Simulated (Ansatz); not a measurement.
Compare A (`C=[CH][AlH][SiH2]Cl`) with its isomer B (`C=[C](Cl)[AlH][SiH3]`).

Computed with Ansatz on PBE0-D4/def2-TZVP structures; ΔE is electronic, products minus reactants. CCSD(T)/CBS adds triple-zeta CCSD(T) − MP2 to the extrapolated MP2 energy (def2 sets, frozen cores). Functionals use def2-TZVPP. B3LYP here is the variant with VWN-RPA as its local correlation; programs differ in this. Each species was taken in one conformer, which may not be the lowest.

Which is lower in electronic energy at CCSD(T)/CBS, and by how much? (Estimate.)

Computed: A, by 32.9 kcal/mol.

Give E(B) − E(A) in kcal/mol with MP2/def2-TZVPP, CCSD(T)/def2-TZVPP, r2SCAN-D4, ωB97M-V, CCSD/def2-TZVPP, B3LYP-D4, PBE-D4. (Best estimate.)

The calculation gave: MP2/def2-TZVPP 33.0, CCSD(T)/def2-TZVPP 32.1, r2SCAN-D4 31.7, ωB97M-V 32.9, CCSD/def2-TZVPP 33.0, B3LYP-D4 32.0, PBE-D4 29.8. None reverses the order clearly.

Largest T1 diagnostic: 0.012.

From PBE to PBE0 (25 % exact exchange), in def2-TZVPP and without D4, E(B) − E(A) moves by +1.9 kcal/mol. In def2-TZVPP, CCSD(T) changes the Hartree–Fock value by −3.9 kcal/mol (the triples alone add −0.9 kcal/mol) and MP2 by −3.0 kcal/mol.
